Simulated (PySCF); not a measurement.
## UHF on Pd²⁺ (palladium, charge +2)

Configuration: [Kr] 4d8, high-spin 3F determinant. All numbers are calculated (PySCF 2.14, scalar relativity through the core potential, in def2-SVP with the def2 core potential (28 electrons) (5s3p2d1f, 31 functions)).

| Property | Result |
| --- | --- |
| Total energy | -126.126907 hartree |
| One-electron energy | -212.0272 hartree |
| Hartree (Coulomb) energy | 97.3739 hartree |
| Exchange energy | -11.4737 hartree |
| ⟨S²⟩ | 2.0028 |
| ⟨L²⟩ | 12.035 |
| Sum of ⟨r⟩ | 19.24 bohr |
| Sum of ⟨r²⟩ | 27.07 bohr² |
| Time after the integrals | 0.08 s of wall time on 1 thread of Intel(R) Xeon(R) Platinum 8559C (shared host) |

| shell | electrons | mean orbital energy (eV) | spread (eV) | rms radius, mean of both spins (bohr) |
| --- | --- | --- | --- | --- |
| 4s α | 1 | -134.32 | 0 | 1.01 |
| 4s β | 1 | -130.26 | 0 | 1.01 |
| 4p α | 3 | -94.608 | 0 | 1.12 |
| 4p β | 3 | -89.574 | 0 | 1.12 |
| 4d α | 5 | -35.381 | 1.180 | 1.48 |
| 4d β | 3 | -33.530 | 0 | 1.48 |

Energies and moments cover only the electrons outside the core potential.
